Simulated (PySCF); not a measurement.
**Polarisability and C₆ of Ru²⁺ (ruthenium, charge +2)**

[Kr] 4d6, high-spin 5D determinant. All numbers are calculated (PySCF 2.14, a scalar-relativistic core potential, in def2-QZVPPD with the def2 core potential (28 electrons)). Coupled (time-dependent) response in atomic units; α is the mean over directions.

```
method  mean α (bohr³)         α xx, yy, zz  C₆ (like pair)  S(−4)
   UHF           7.371  7.641, 7.641, 6.829           39.12  14.27
   PBE           8.484  8.790, 8.790, 7.871           45.80  22.08
  PBE0           8.079  8.378, 8.378, 7.483           43.41  18.88
 B3LYP           8.245  8.583, 8.583, 7.568           44.15  21.53
```

S(−4) is the Cauchy moment in α(ω) = α(0) + S(−4) ω² + …

Spin-orbit coupling is absent.

α(iu) at B3LYP:

```json
{"u (hartree)": "0", "α(iu) (bohr³)": "8.245"}
{"u (hartree)": "0.0500", "α(iu) (bohr³)": "8.192"}
{"u (hartree)": "0.100", "α(iu) (bohr³)": "8.041"}
{"u (hartree)": "0.200", "α(iu) (bohr³)": "7.532"}
{"u (hartree)": "0.300", "α(iu) (bohr³)": "6.901"}
{"u (hartree)": "0.500", "α(iu) (bohr³)": "5.686"}
{"u (hartree)": "0.750", "α(iu) (bohr³)": "4.497"}
{"u (hartree)": "1.00", "α(iu) (bohr³)": "3.622"}
{"u (hartree)": "1.50", "α(iu) (bohr³)": "2.461"}
{"u (hartree)": "2.00", "α(iu) (bohr³)": "1.756"}
{"u (hartree)": "3.00", "α(iu) (bohr³)": "1.000"}
{"u (hartree)": "5.00", "α(iu) (bohr³)": "0.4350"}
```

For an ion, C₆ is the dispersion term alone; charge-induced terms of lower order in 1/R come first.

The components differ because the open shell of this determinant is not spherical; for a pure term their mean is the scalar polarisability.

Energies and moments cover only the electrons outside the core potential.
